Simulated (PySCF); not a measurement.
Excitation energy of Te⁺ by level of theory

Te⁺ [Kr] 4d10 5s2 5p3 (4S) → Te⁺ [Kr] 4d10 5s1 5p3 5d1 (6D), as a difference of total energies. Computed with PySCF 2.14 in aug-cc-pwCVDZ-PP with ECP28MDF (6s5p4d1f, 48 functions), with a scalar-relativistic core potential. Correlated levels: valence and next inner shell: nothing frozen outside the core potential. The calculations carry no spin-orbit coupling.

| method | excitation energy (cm⁻¹) |
| --- | --- |
| UHF | 127320 |
| MP2 (valence and next inner shell) | 145130 |
| SCS-MP2 (valence and next inner shell) | 144840 |
| CCSD (valence and next inner shell) | 142990 |
| CCSD(T) (valence and next inner shell) | 143480 |

The promoted electron is Rydberg-like, and one or two diffuse shells describe it only roughly, which tends to raise the upper state.
